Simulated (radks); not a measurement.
The numbers below are computed, except where a source is named.
Question: Ge IV, 29 electrons, occupied as [Ar] 3d10 4s1. Code: a radial shooting solver on a logarithmic mesh with Libxc functionals. Model: non-relativistic Kohn-Sham, LB94 model potential, spin-polarised, spherical densities, point nucleus; open shells are filled with parallel spins first. Some entries of the table are withheld. Estimate them.

orbital  occ.  eigenvalue (hartree)  <1/r> (bohr^-1)
1s up       1             -401.5122            31.54
1s down     1             -401.5070            31.54
2s up       1             -51.38472            6.927
2s down     1             -51.38227            6.927
2p up       3             -46.03986            6.919
2p down     3             -46.03790            6.918
3s up       1              -7.60867            2.220
3s down     1              -7.60558            2.217
3p up       3                   (1)            2.107
3p down     3                   (2)            2.103
3d down     5              -2.75646            1.808
3d up       5              -2.75021            1.818
4s down     0              -1.80934              (3)
4s up       1              -1.76481              (4)

Answer: 
(1) 3p up eigenvalue (hartree): -5.83675
(2) 3p down eigenvalue (hartree): -5.83598
(3) 4s down <1/r> (bohr^-1): 0.7358
(4) 4s up <1/r> (bohr^-1): 0.7290
